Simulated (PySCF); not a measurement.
SMILES O[SiH2][SiH2]Br (H₅BrOSi₂) (CAM-B3LYP/def2-SVP optimised geometry):

```
9

O      2.048    -1.067     0.000
Si     0.382    -1.067     0.000
Si    -0.265     1.178     0.000
Br    -2.511     1.183     0.017
H      2.511    -1.912    -0.010
H     -0.178    -1.746    -1.205
H     -0.178    -1.745     1.205
H      0.184     1.906    -1.215
H      0.201     1.912     1.205
```

Level of theory: CAM-B3LYP/def2-TZVP run with PySCF 2.14.0.

Task: What are the frontier orbital energies and the dipole moment?

Result: HOMO-2 -10.42 eV, HOMO-1 -9.68 eV, HOMO -9.19 eV, LUMO 0.01 eV, LUMO+1 1.31 eV; dipole moment 2.38 D.

Meta-Löwdin charges at CAM-B3LYP/def2-TZVP: O1 -0.76, Si2 0.67, Si3 0.41, Br4 -0.29, H5 0.35, H6 -0.12, H7 -0.12, H8 -0.08, H9 -0.08.
